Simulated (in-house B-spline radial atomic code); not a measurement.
# How G0W0 and RPA depend on the start: the vanadium ion V¹²⁺

Configuration [Ne] 3s1, highest spin. Computed with a B-spline radial code for spherical atoms: all electrons, non-relativistic, point nucleus, each spin shell either full or empty, empty states to l = 9 with an (l + 1/2)⁻⁴ tail; G0W0 by contour deformation at full frequency.

| start | mean-field 3s up (eV) | G0W0 (eV) | QP weight | RPA correlation (Eh) |
| --- | --- | --- | --- | --- |
| Hartree-Fock | -333.81 | -335.69 | 0.988 | -0.64621 |
| PBE | -323.38 | -336.26 | 0.977 | -0.6972 |
| LC-wPBE | -329.20 | ? | ? | ? |
| LDA exchange-only | -322.07 | ? | ? | ? |
| BHandHLYP | -329.12 | -335.94 | 0.984 | -0.66916 |

**Question.** What G0W0 level, weight and RPA correlation energy follow from the LDA exchange-only start?

**Answer.** G0W0 level -336.32 eV, weight 0.978, RPA correlation -0.69793 hartree.

**Question.** What G0W0 level, weight and RPA correlation energy follow from the LC-wPBE start?

**Answer.** G0W0 level -336.04 eV, weight 0.983, RPA correlation -0.68264 hartree.

**Question.** How much of the dependence on the start does G0W0 remove?

**Answer.** The mean-field levels span 11.7 eV and the G0W0 levels 0.626 eV. Against 336.274 ± 0.006 eV (NIST, semi-empirical) the G0W0 removal energies are off by -0.58 to +0.04 eV, with relativity, Breit and QED terms left out.
